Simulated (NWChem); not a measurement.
Si2H3ClF2; SMILES F[Si](F)(Cl)[SiH3]

```xyz
8

F      1.3188    -0.3107     1.3048
Si     0.3684    -0.0942     0.0010
F      1.3188    -0.3059    -1.3035
Si    -0.6161     2.0234     0.0048
Cl    -1.0590    -1.5823    -0.0017
H     -1.4652     2.1490    -1.2271
H     -1.4711     2.1420     1.2334
H      0.4497     3.0818     0.0106
```
Atoms are numbered in this order, from 1.

Results from NWChem. All runs use the structure optimised with PBE-D3(BJ)/def2-SVP. Level: PBE0/def2-SVP with SMD (1 M gas to 1 M solution), gas-phase geometry. Reactions with the solvent are ignored.

What does the run give for solvent methanol? Quantities: solvation free energy (kcal/mol); cavity-dispersion-structure term (kcal/mol); dipole in solution (D).

The solvation free energy (kcal/mol) is -2.9. The cavity-dispersion-structure term (kcal/mol) is -0.5. The dipole in solution (D) is 2.53.
